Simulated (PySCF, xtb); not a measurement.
CH5BrSi, SMILES C[SiH2]Br.

GFN2-xTB (xtb) at its own geometry gives an orbital gap of 5.68 eV and a dipole moment of 5.62 D.

Geometry optimised at PBE0-D3(BJ)/def2-SVP.

Problem. What does PySCF with HF/def2-TZVPD give? (The exact figures need the calculation; the answer reports its results.)

Solution. gap 12.79 eV (levels -11.21 and 1.58 eV), dipole 2.11 D.
